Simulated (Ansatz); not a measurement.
`C[SiH2]O[SiH2]Cl` → `C[SiH2]O` + `[SiH]Cl` at 500 K and 1 bar (silylene formation by 1,1-elimination).

Isolated molecules relaxed with PBE0-D4/def2-TZVP in Ansatz; ΔE leaves out vibrations. CBS: MP2 limit from def2 TZ/QZ plus the TZ coupled-cluster correction, frozen cores. This one scheme is used for every species. Each species was taken in one conformer, which may not be the lowest.

```json
{"species": "`C[SiH2]O[SiH2]Cl`", "CCSD(T)/CBS energy (Eh)": "-1155.53126", "H − E (kJ/mol)": "259.5", "S (J/(mol·K))": "471.6"}
{"species": "`C[SiH2]O`", "CCSD(T)/CBS energy (Eh)": "-405.96945", "H − E (kJ/mol)": "214.0", "S (J/(mol·K))": "347.9"}
{"species": "`[SiH]Cl`", "CCSD(T)/CBS energy (Eh)": "-749.43948", "H − E (kJ/mol)": "39.6", "S (J/(mol·K))": "274.0"}
```

H − E and S are ideal-gas, rigid-rotor, harmonic terms from PBE0-D4/def2-TZVP, for one conformer and one mirror image of each species. 1 Eh = 2625.50 kJ/mol, R = 8.31446 J/(mol·K).

Problem. By hand: ΔE, ΔH, ΔS and ΔG.

Solution. ΔE = (-405.96945) + (-749.43948) − (-1155.53126) = 0.12233 Eh = 321.2 kJ/mol. Δ(H − E) = 214.0 + 39.6 − 259.5 = -5.9, so ΔH = 315.3 kJ/mol. ΔS = 347.9 + 274.0 − 471.6 = 150.3 J/(mol·K). ΔG = 315.3 − 500 × (150.3)/1000 = 240.2 kJ/mol.

Problem. By hand: the equilibrium constant, and the temperature at which ΔG would vanish if ΔH and ΔS stayed fixed.

Solution. log₁₀ K = −ΔG/(RT ln 10) = -25.1. ΔG = 0 at ΔH/ΔS = 2098 K.

The number of gas molecules changes by +1, which sets the sign of ΔS. A doubt of 5 kJ/mol in ΔE shifts log₁₀ K by 0.5 here. Other conformers and mirror images would add mixing entropy, several J/(mol·K) or more a flexible species. Modes under 60 cm⁻¹, often nearly free rotors, make the harmonic entropy too high. These are equilibria of isolated gas molecules and say nothing of rates. Largest T1 diagnostic: 0.013 (customary marks: 0.02 for closed shells, 0.045 for open ones).
